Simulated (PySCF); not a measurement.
Ge(F)3(NCO) (CF3GeNO), SMILES O=C=[N][Ge]([F])([F])[F]. Heavy atoms are numbered as in [O:1]=[C:2]=[N:3][Ge:4]([F:5])([F:6])[F:7].

Geometry optimised at B3LYP-D3(BJ)/def2-SVP. This is a generated structure with no PubChem entry under its InChIKey; it may be hypothetical. The values are those of a single conformer.

These are PBE/pcSseg-1 (PySCF) values and carry that method's errors.

GIAO shieldings, no solvent; atoms alike by connectivity are averaged. δ = σ(ref) − σ: ¹⁷O against H2O (σ = 334.3 ppm); ¹³C against TMS (σ = 182.0 ppm); ¹⁵N against NH3 (σ = 267.0 ppm); ⁷³Ge against GeH4 (σ = 1614.4 ppm); ¹⁹F against CFCl3 (σ = 133.6 ppm), references at their B3LYP-D3(BJ)/def2-TZVP geometries, non-relativistic.

```json
[
 {"atoms": "O1", "nucleus": "¹⁷O", "count": "1", "δ (ppm)": "163.1"},
 {"atoms": "C2", "nucleus": "¹³C", "count": "1", "δ (ppm)": "125.3"},
 {"atoms": "N3", "nucleus": "¹⁵N", "count": "1", "δ (ppm)": "49.3"},
 {"atoms": "Ge4", "nucleus": "⁷³Ge", "count": "1", "δ (ppm)": "___"},
 {"atoms": "F5", "nucleus": "¹⁹F", "count": "3", "δ (ppm)": "___"}
]
```

**Question.** Fill in the missing entries. (An estimate is asked for; the answer gives what the named calculation found.)

**Answer.** 
- Ge4, δ (ppm): 222.1
- F5, δ (ppm): -164.7
